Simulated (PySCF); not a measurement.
## Structure and norm of the vector part βᵢ = ⅓ Σⱼ (βᵢⱼⱼ + βⱼᵢⱼ + βⱼⱼᵢ) of the static first hyperpolarisability

Computed, not measured: quadratic response CAM-B3LYP/aug-cc-pVDZ first hyperpolarisability, Taylor convention, gas phase in PySCF. Geometry: PBE0-D3(BJ)/def2-SVP.

Each molecule in one low-energy conformer. The parent is C=C=Cc1ncncn1.

Q: How does the norm of the vector part βᵢ = ⅓ Σⱼ (βᵢⱼⱼ + βⱼᵢⱼ + βⱼⱼᵢ) of the static first hyperpolarisability change along this series?
- C=C=Cc1ncncn1 (base)
- FC=C=Cc1ncncn1 (H replaced by F)
- NC=C=Cc1ncncn1 (H replaced by NH2)

A: 
| molecule | static β vector norm (au) | static β HRS (au) | S1 (eV) |
| --- | --- | --- | --- |
| C=C=Cc1ncncn1 | 369 | 172 | 4.49 |
| FC=C=Cc1ncncn1 | 346 | 147 | 4.11 |
| NC=C=Cc1ncncn1 | 486 | 210 | 3.49 |

The norm of the vector part βᵢ = ⅓ Σⱼ (βᵢⱼⱼ + βⱼᵢⱼ + βⱼⱼᵢ) of the static first hyperpolarisability is lowest for FC=C=Cc1ncncn1 and highest for NC=C=Cc1ncncn1.
